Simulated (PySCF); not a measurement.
Se⁺: ionisation energy

Se⁺ [Ar] 3d10 4s2 4p3 (4S) → Se²⁺ [Ar] 3d10 4s2 4p2 (3P), as a difference of total energies. Calculation: PySCF 2.14, in x2c-QZVPPall (11s8p5d4f1g, 97 functions); the spin-free X2C one-electron Hamiltonian (Gaussian nucleus). Correlated levels: valence: [Ar] 3d10 frozen; valence and next inner shell: [Ne] frozen. The calculations carry no spin-orbit coupling.

```
                                method  ionisation energy (eV)
                                   UHF                  20.837
                                   LDA                  21.467
                                   PBE                  21.300
                                  PBE0                  21.393
                                B2PLYP                  21.242
                             CAM-B3LYP                  21.306
                                 B97-3                  21.192
                             BHandHLYP                  21.209
                                  ROHF                  20.928
                         MP2 (valence)                  21.380
                     SCS-MP2 (valence)                  21.226
SCS-MP2 (valence and next inner shell)                  21.331
```

Problem. Estimate what r2SCAN gives.

Solution. 21.579 eV, closest to LDA among the rows shown.

Problem. Estimate what MP2 (valence and next inner shell) gives.

Solution. 21.529 eV, closest to LDA among the rows shown.

A first-order spin-orbit estimate (lowest level to lowest level, LS coupling) adds -0.297 eV.

Errors of the correlated levels include the incompleteness of this basis and the frozen core.

For comparison: 21.196 ± 0.01 eV (measured; NIST Atomic Spectra Database, ionization energies).
